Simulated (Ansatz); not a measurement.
The pair A = ClFHIn (SMILES [F][InH][Cl]) (first 4 atoms), B = NH3 (SMILES N); geometry from B3LYP-D3(BJ)/def2-TZVP.
(charge 0, multiplicity 1):
| atom | x (Å) | y (Å) | z (Å) |
|---|---|---|---|
| F | 0.8802 | 1.4208 | 1.1647 |
| In | -0.7270 | 0.2746 | 1.3966 |
| Cl | -2.2034 | 1.2916 | 2.9507 |
| H | -1.2190 | -0.7851 | 0.1578 |
| N | 0.5312 | -0.7449 | 3.0707 |
| H | 1.3867 | -0.1962 | 3.0232 |
| H | 0.0783 | -0.5617 | 3.9612 |
| H | 0.7656 | -1.7300 | 3.0155 |

Run with Ansatz (Gaussian basis) for Hartree–Fock, density functionals and correlated methods.  In def2 rows elements past Kr take small-core potentials, without spin–orbit coupling.

Total energies (hartree), monomers frozen at their geometry in the pair:

```tsv
structure	HF/def2-SVPD	PBE/def2-TZVPPD	B3LYP/def2-TZVPPD
AB	-804.7899564	-807.1824457	-807.6241264
A in the pair's basis	-748.5852801	-750.6274100	-750.9918018
B in the pair's basis	-56.1584461	-56.5126906	-56.5903066
A	-748.5844238	-750.6271382	-750.9915542
B	-56.1571722	-56.5124285	-56.5900825
```

Work out the interaction energy without and with the counterpoise correction, and the superposition error, for each level.


E(AB) − E(A) − E(B), times 627.509 kcal/mol, with the monomers in their own basis and then in the pair's basis:
- HF/def2-SVPD: -30.35 uncorrected, -29.01 corrected; the monomers gain 1.34 kcal/mol from borrowed functions
- PBE/def2-TZVPPD: -26.91 uncorrected, -26.57 corrected; the monomers gain 0.33 kcal/mol from borrowed functions
- B3LYP/def2-TZVPPD: -26.66 uncorrected, -26.37 corrected; the monomers gain 0.30 kcal/mol from borrowed functions

Ansatz is a quantum-chemistry and plane-wave program.
